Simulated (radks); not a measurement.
The numbers below are computed, except where a source is named.
Q: Ge25+, configuration [He] 2s2 2p3. Level of theory: Dirac Kohn-Sham, PBE, spin-unpolarised, spherical densities, finite nucleus; open shells fill j = l - 1/2 first; Fermi nuclear charge, rms radius 4.0742 fm (a radial shooting solver on a logarithmic mesh with Libxc functionals). Some entries of the table are withheld. Estimate them.

orbital,occ.,eigenvalue (eV),r(max) (bohr)
1s1/2,2,(1),(2)
2s1/2,2,(3),(4)
2p1/2,2,-2541.453,(5)
2p3/2,1,-2504.836,(6)

A: 
(1) 1s1/2 eigenvalue (eV): -12456.76
(2) 1s1/2 r(max) (bohr): 0.03070
(3) 2s1/2 eigenvalue (eV): -2650.332
(4) 2s1/2 r(max) (bohr): 0.1707
(5) 2p1/2 r(max) (bohr): 0.1335
(6) 2p3/2 r(max) (bohr): 0.1362
